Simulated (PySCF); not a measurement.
PySCF input file for C₂H₇Si, SMILES C[SiH]C, multiplicity 2, B3LYP/pcH-1. Geometry: r2SCAN-D4/def2-SVP. The isomer is the one that the SMILES or the coordinates give; other isomers of the formula were not compared.

```python
import numpy as np
from pyscf import gto, scf, dft
from pyscf.prop.hfc import uks as hfc
from pyscf.prop.gtensor import uks as gtensor

mol = gto.M(
    atom='''
    C     0.04163064    0.46808828   -1.56142868
    Si   -0.13365685   -0.57642389    0.00000000
    C     0.04163064    0.46808828    1.56142867
    H     1.03110697    0.95829307   -1.59412286
    H    -0.05861246   -0.14626910   -2.46978822
    H    -0.72543796    1.25802301   -1.60073271
    H     0.87751521   -1.68721887    0.00000000
    H     1.03110697    0.95829307    1.59412286
    H    -0.05861246   -0.14626910    2.46978822
    H    -0.72543796    1.25802301    1.60073271
    ''',
    basis='pcH-1',
    charge=0,
    spin=1,
    max_memory=1600,
    verbose=3,
)
mf = dft.UKS(mol, xc='b3lyp').density_fit(auxbasis='def2-universal-jkfit')
mf.grids.level = 3
mf.conv_tol = 1e-10
mf.max_cycle = 100
mf.kernel()
fine, coarse = mf.grids, dft.Grids(mol).set(level=1).build(with_non0tab=True)
for _ in range(3):  # follow internal instabilities
    mf.grids = coarse
    mo, _, stable, _ = mf.stability(return_status=True, nroots=4)
    mf.grids = fine
    if stable:
        break
    mf.kernel(mf.make_rdm1(mo, mf.mo_occ))
A = hfc.HFC(mf).make_fcdip(mf.make_rdm1())  # Fermi contact and dipolar terms, MHz
print('atom   A(iso)/MHz   principal dipolar parts/MHz')
for i, a in enumerate(A):
    w = np.linalg.eigvalsh((a + a.T) / 2)
    print(f'{mol.atom_symbol(i):2s}{i + 1:3d} {w.mean():12.2f}', (w - w.mean()).round(2))
gt = gtensor.GTensor(mf)
gt.dia_soc2e, gt.para_soc2e, gt.so_eff_charge = None, None, True
gt.max_cycle_cphf = 60
g = gt.kernel()
```

Output:

```

WARN: HOMO -0.162657725952528 >= LUMO -0.162657725952528

converged SCF energy = -369.909400537725  <S^2> = 0.751231  2S+1 = 2.0012306
<class 'pyscf.df.df_jk.DFUKS'> wavefunction is stable in the internal stability analysis
atom   A(iso)/MHz   principal dipolar parts/MHz
C   1        24.81 [-3.99 -3.78  7.77]
Si  2      -483.18 [-169.83   84.72   85.11]
C   3        24.81 [-3.99 -3.78  7.77]
H   4        64.49 [-3.98  0.14  3.84]
H   5         1.89 [-4.17 -2.44  6.61]
H   6         4.19 [-4.27 -2.54  6.81]
H   7        55.53 [-8.94  0.38  8.56]
H   8        64.49 [-3.98  0.14  3.84]
H   9         1.89 [-4.17 -2.44  6.61]
H  10         4.19 [-4.27 -2.54  6.81]
SOC(1e)/OZ [-6.43746401e-05  2.47156618e-03  1.76713419e-03]
free electron g 2.00231930436182
g-tensor total [2.00217043 2.00477957 2.00406309]
g-shift (ppt) [-0.14887592  2.46026072  1.74378225]
```

Self-consistency was reached.

Cost: about 110 core-seconds (a rough figure).
